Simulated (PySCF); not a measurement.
**How methods differ on the ionisation energy of I**

I [Kr] 4d10 5s2 5p5 (2P) → I+ [Kr] 4d10 5s2 5p4 (3P), as a difference of total energies. Computed with PySCF 2.14 in aug-cc-pwCVTZ-DK3 with one added diffuse shell each of s, p, d, f type (11s10p8d5f1g, 125 functions), with scalar relativity by spin-free X2C-1e. Correlated levels: valence: [Kr] 4d10 frozen; valence and next inner shell: [Ar] 3d10 frozen. The calculations carry no spin-orbit coupling.

**Question.** Order these methods by the ionisation energy they give, lowest first.
A. MP2 (valence)
B. UHF
C. r2SCAN
D. MP2 (valence and next inner shell)

**Answer.** B (9.542 eV), A (10.301 eV), D (10.437 eV), C (10.537 eV).

A first-order spin-orbit estimate (lowest level to lowest level, LS coupling) adds -0.037 eV.

Errors of the correlated levels include the incompleteness of this basis and the frozen core.

For comparison: 10.451 eV (measured; NIST Atomic Spectra Database, ionization energies).
